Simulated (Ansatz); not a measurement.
Input file for Ansatz (a first-principles code): R-wB97X-V/def2-TZVPPD on CH6F2Ge (a complex). Files ending in .json are basis or fitting sets from the Basis Set Exchange.

Ansatz 0.2 input:
```yaml
crystal:
  periodic: [false, false, false]
  atoms:
    - {symbol: Ge, position_ang: [-0.70010531, 0.53473121, 0.34687054]}
    - {symbol: H, position_ang: [-0.86038231, 0.61855786, -1.18009865]}
    - {symbol: H, position_ang: [-0.37538836, -0.91919667, 0.72698455]}
    - {symbol: H, position_ang: [-2.01310343, 0.95637223, 1.01988008]}
    - {symbol: H, position_ang: [0.44308819, 1.45176820, 0.79628322]}
    - {symbol: F, position_ang: [-0.30552998, 0.07792100, 3.69133890]}
    - {symbol: C, position_ang: [0.58732533, -0.95012164, 3.77139531]}
    - {symbol: F, position_ang: [1.78837513, -0.51373751, 3.30310499]}
    - {symbol: H, position_ang: [0.23792183, -1.76449776, 3.13560427]}
    - {symbol: H, position_ang: [0.69970029, -1.23138547, 4.81951862]}
basis:
  gaussian:
    orbitals: def2-TZVPPD.json
hamiltonian:
  xc: {name: wB97X-V}
scf: {lower_state_search: off}
```

Output:

```
WARN ansatz: RAYON_NUM_THREADS=1 ignored (pool sized by the plan → 1); use --threads N
Functional definition: wB97X-V
these checks for a lower state are left out or cut short: stability, starts, cluster_reference, orbital_swaps, neighbouring_geometries, increment
integrals: 0.29 GiB planned
1336 factors; their error is unknown
integrals: 0.33 GiB planned
381 factors; integrals over basis functions are off by at most 2.0e-5 eV
mean field: 1.73 GiB planned
mean field evaluation 1: about -63080.1701 eV, gradient 3.4e1 eV
mean field evaluation 2: about -63080.3950 eV, gradient 3.5e1 eV
mean field evaluation 4: about -63081.6973 eV, gradient 8.1e-1 eV
mean field evaluation 8: about -63081.8580 eV, gradient 4.7e-2 eV
mean field evaluation 16: about -63081.8580 eV, gradient 8.2e-6 eV
mean field -63081.85799671 eV, -2318.2155229601 hartree, gradient 8.2e-6 eV, S^2 0.000000; 0 other end points of the search recorded, 0 dependent functions left out
reference -63081.85799404 eV, -2318.2155228618 hartree; 31, 31 occupied and 242, 242 virtual orbitals, 1336 factors
Total energy: -63081.85799404 eV, -2318.2155228618 hartree
Checks for a lower state left out: stability, starts, cluster_reference, orbital_swaps, neighbouring_geometries, increment
```

The run converged.

Cost: roughly 14 core-seconds.
